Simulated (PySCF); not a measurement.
## Polarisability and C₆ of Co²⁺ (cobalt, charge +2)

[Ar] 3d6 4s1, high-spin 6D determinant (an excited configuration). Calculation: PySCF 2.14, in def2-TZVPPD; the non-relativistic Hamiltonian (point nucleus). Coupled (time-dependent) response in atomic units; α is the mean over directions.

```tsv
method	mean α (bohr³)	α xx, yy, zz	C₆ (like pair)	S(−4)
wB97M-V	19.06	18.62, 18.62, 19.95	72.08	353.3
```

S(−4) is the Cauchy moment in α(ω) = α(0) + S(−4) ω² + …

α(iu) at wB97M-V:

| u (hartree) | α(iu) (bohr³) |
| --- | --- |
| 0 | 19.06 |
| 0.0500 | 18.22 |
| 0.100 | 16.13 |
| 0.200 | 11.29 |
| 0.300 | 7.834 |
| 0.500 | 4.438 |
| 0.750 | 2.792 |
| 1.00 | 2.044 |
| 1.50 | 1.359 |
| 2.00 | 1.026 |
| 3.00 | 0.6712 |
| 5.00 | 0.3510 |

A single London oscillator, α(iu) = α/(1 + u²/ω²), gives C₆ = (3/4) ω α². Matching the computed C₆ needs ω = 4 × 72.08 / (3 × 19.06²) = 0.265 hartree.

For an ion, C₆ is the dispersion term alone; charge-induced terms of lower order in 1/R come first.

The components differ because the open shell of this determinant is not spherical; for a pure term their mean is the scalar polarisability.
